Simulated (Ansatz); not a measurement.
Isomers of C$_{2}$H$_{8}$N$_{2}$Si, relaxed with PBE0-D4/def2-TZVP in Ansatz; electronic energies, one conformer each and not always the lowest. Functionals use def2-TZVPP; CBS adds triple-zeta CCSD(T) − MP2 to the MP2 limit of def2-TZVPP and def2-QZVPP.

Problem. Order them by energy at frozen-core CCSD(T)/CBS, lowest first. (Estimate.)
A. `NC1NC[SiH2]1`
B. `CNC(=N)[SiH3]`
C. `C1NC[SiH2]N1`

Solution. C (0.0 kcal/mol), B (16.1 kcal/mol), A (30.8 kcal/mol).

Problem. How do r2SCAN-D4, B3LYP, HF/CBS(def2), PBE-D4 place them (kcal/mol, against `C1NC[SiH2]N1`)? (Best estimate.)

Solution. Ansatz gave: 
```json
{"isomer": "`CNC(=N)[SiH3]`", "r2SCAN-D4": "13.1", "B3LYP": "10.5", "HF/CBS(def2)": "14.7", "PBE-D4": "11.6"}
{"isomer": "`NC1NC[SiH2]1`", "r2SCAN-D4": "30.1", "B3LYP": "30.4", "HF/CBS(def2)": "36.2", "PBE-D4": "27.2"}
```

B3LYP here is the variant with VWN-RPA as its local correlation; programs differ in this.
